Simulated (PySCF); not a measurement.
SMILES O[Si](O)(O)N[SiH2]Cl (H6ClNO3Si2), B3LYP/def2-SVP optimised geometry. Atoms within 1.6 Å of the plane z = 0.0 Å (x, y, z in Å): N3 (-1.24, -1.60, -1.45), Si4 (-0.58, -0.94, 0.00), O5 (1.08, -0.94, 0.00), O6 (-0.98, -1.72, 1.40), O7 (-1.29, 0.56, 0.00), H8 (-3.78, -0.68, -1.51), H11 (1.51, -0.60, -0.79), H13 (-1.51, 0.94, 0.86).

Calculation: B3LYP/def2-TZVP in PySCF. Cells within 0.4 Å of a nucleus heavier than hydrogen are left out (blank, or x).

Map of the electrostatic potential (hartree/e), clipped to [-0.08, 0.12] on the plane z = 0.0 Å:

```
|22222222222222222222222222222|
|22222222222222222222222222222|
|22222222222222222222222222222|
|22222222222222222222222222222|
|22222222222222222222222222222|
|22222222221111122222222222222|
|22222222211111112222222222222|
|22222222211111111222222222222|
|22222222222100111222222222222|
|22221123698410011222222222222|
|22211127999941111222222222222|
|221111399xx993222222222222222|
|211111399xx997433222222222222|
|211111399xx999974333333322222|
|21111127999999998776433322222|
|22222236999999999999953322222|
|222223599999x99999x9973222222|
|22222369999xxx999xxx983222222|
|12222359999xxx999xx9962122222|
|11222348999999999999921112222|
|11112235999999999996200112222|
|11111123599999996310000112222|
|11111111358999974200001112222|
|11111111124677653211011112222|
|11111111122345443221111122222|
|11111111112333333222222222222|
|11111111122233333222222222222|
|11111111122233333222222222222|
|11111111222223333222222222222|
```
Scale: ten equal steps from -0.037 (start of '0') to 0.120 (end of '9'), in the order '0123456789'; x runs from -4.00 to 4.00, y from -4.00 (bottom) to 4.00 (top).
